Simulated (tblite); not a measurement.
C5H7O2S (doublet state).
Atom-mapped SMILES: `[CH3:1][O:2][C@@H:3]1[S:4][CH:5][CH2:6][C:7]1=[O:8]` (hydrogens: H9, H10, H11 on C1; H12 on C3; H13 on C5; H14, H15 on C6)

The geometry is computed with GFN2-xTB (gas phase). This method treats the open shell by occupation alone, without spin polarisation.

Question: Give the optimised bond lengths and angles.

Answer: 
| bond | length (Å) | order |
| --- | --- | --- |
| C1–O2 | 1.411 | single |
| O2–C3 | 1.386 | single |
| C3–S4 | 1.845 | single |
| S4–C5 | 1.714 | single |
| C5–C6 | 1.477 | single |
| C6–C7 | 1.503 | single |
| C7=O8 | 1.198 | double |
| C3–C7 | 1.539 | single |
| C1–H9, C1–H10, C1–H11 | 1.093 | single |
| C3–H12 | 1.098 | single |
| C5–H13 | 1.069 | single |
| C6–H14 | 1.101 | single |
| C6–H15 | 1.094 | single |

Bonds in one row agree within 0.01 Å and their mean is given. Orders are formal, as drawn. A selection of angles:
| angle | degrees |
| --- | --- |
| O2–C1–H9 | 111.0 |
| O2–C1–H10 | 106.1 |
| H9–C1–H10 | 109.9 |
| C1–O2–C3 | 114.3 |
| O2–C3–S4 | 111.8 |
| O2–C3–C7 | 107.3 |
| O2–C3–H12 | 111.9 |
| S4–C3–C7 | 105.6 |
| S4–C3–H12 | 108.2 |
| C7–C3–H12 | 111.9 |
| C3–S4–C5 | 93.3 |
| S4–C5–C6 | 115.0 |
| S4–C5–H13 | 118.7 |
| C6–C5–H13 | 124.8 |
| C5–C6–C7 | 108.4 |
| C5–C6–H14 | 112.0 |
| C5–C6–H15 | 112.8 |
| C7–C6–H14 | 105.8 |
| C7–C6–H15 | 110.8 |
| H14–C6–H15 | 106.8 |
| C6–C7–O8 | 127.2 |
| C3–C7–C6 | 110.4 |
| C3–C7–O8 | 122.4 |

Dihedral angles: C1–O2–C3–S4 -76° (synclinal); O2–C3–S4–C5 -99° (anticlinal); C3–S4–C5–C6 -2° (synperiplanar); S4–C5–C6–C7 -14° (synperiplanar); C5–C6–C7–O8 -154° (antiperiplanar); O2–C3–C7–C6 92° (anticlinal).

The 5-membered ring C3–S4–C5–C6–C7 has internal angles of 93.3° to 115.0°; it is puckered, 0.12 Å rms from its mean plane, widest ring torsion 28°. The 3 C–C bonds span 1.477 Å (C5–C6, drawn single) to 1.539 Å (C3–C7, drawn single), a spread of 0.062 Å. The C–S distances run from 1.714 Å (S4–C5, drawn single) to 1.845 Å (C3–S4, drawn single), a spread of 0.131 Å. The 3 C–O bonds span 1.198 Å (C7=O8, drawn double) to 1.411 Å (C1–O2, drawn single), a spread of 0.213 Å. C7 (carbon bonded to 2 C and O) is planar (angles 127.2°, 122.4° and 110.4°, sum 360.0°, 0.01 Å off the plane of its three neighbours). Of the pairs four or more bonds apart, S4···H11 is among the closest relative to their van der Waals radii: 2.86 Å, 95 % of the sum of Bondi's values. C5 (carbon bonded to C, S and H) is almost planar (angles 124.8°, 118.7° and 115.0°, sum 358.6°, 0.09 Å off the plane of its three neighbours).

Point group: C1 (no symmetry element, even within 0.4 Å). Its GFN2-xTB frequencies are all real (lowest 49 cm⁻¹). 3 starts were optimised and ended at 0.00, 0.00 and 1.62 kcal/mol (GFN2-xTB); the lowest of these is shown.

One conformer stands for the species.
